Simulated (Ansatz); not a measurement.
Job for Ansatz (a first-principles code): R-B3LYP-D3(BJ)/def2-TZVP on GeH4Te (SMILES [GeH3][TeH]). Elements past Kr take the def2 small-core potentials; no spin–orbit coupling.

Ansatz 0.2 input:
```yaml
crystal:
  periodic: [false, false, false]
  atoms:
    - {symbol: Te, position_ang: [-0.06587540, 1.37377491, 1.41901724]}
    - {symbol: H, position_ang: [-0.09481184, 2.39370658, 0.13396707]}
    - {symbol: Ge, position_ang: [0.02550287, -0.55709570, -0.14514413]}
    - {symbol: H, position_ang: [1.36069050, -0.85030316, -0.73026226]}
    - {symbol: H, position_ang: [-0.34319172, -1.85290936, 0.59801496]}
    - {symbol: H, position_ang: [-0.89539394, -0.51918429, -1.31335232]}
basis:
  gaussian:
    orbitals: def2-TZVP
hamiltonian:
  xc: b3lyp
  dispersion: d3bj
relax: {f_tol: 0.003, max_steps: 120}
```

Problem. What total energy does the run end on?

Solution. -2347.5897 hartree.

Problem. How many basis functions does it have, and what does it roughly cost on one machine?

Solution. 122 functions; around 50 core-seconds (rough).
